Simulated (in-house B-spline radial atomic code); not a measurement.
Values are calculated unless marked as measured or tabulated.
## C6 from the polarisability at imaginary frequency: neutral barium

LDA exchange-only linear response of the closed shell [Xe] 6s2, from a B-spline radial code for spherical atoms; scalar-relativistic (spin-free one-electron X2C), finite nucleus, no spin-orbit coupling; shells from n = 4 respond.

The dispersion coefficient of two like species is C6 = (3/π) ∫ α(iu)² du from 0 to ∞.

| u (hartree) | α(iu) (bohr³) |
| --- | --- |
| 0 | 265 |
| 0.03 | 239.1 |
| 0.07 | 168.6 |
| 0.12 | 102.5 |
| 0.2 | 53.93 |
| 0.3 | 31.31 |
| 0.45 | 18.64 |
| 0.7 | 10.83 |
| 1 | 6.862 |
| 1.5 | 3.927 |
| 2.5 | 1.87 |
| 5 | 0.6567 |

Problem. Fit one oscillator, α(iu) = α(0)/(1 + u²/ω²), through u = 0.12 and estimate C6.

Solution. From α(0)/α(iu) − 1 = 265.0/102.5 − 1 = 1.5854, ω = u/√1.5854 = 0.0953 hartree (2.6 eV). London's formula gives C6 = (3/4) α(0)² ω = 0.75 × 265.0² × 0.0953 = 5020 hartree·bohr⁶, and the oscillator holds f = α(0) ω² = 2.41 electrons, of a sum of oscillator strengths of 30.1.

Problem. How does that compare with the full integral?

Solution. The program's quadrature over all excitations gives C6 = 5121, so the single oscillator is off by -2.0 %. At the last point the fit gives α = 0.0962 against 0.657: higher excitations, and deeper shells where there are any, keep the true curve higher at large u.
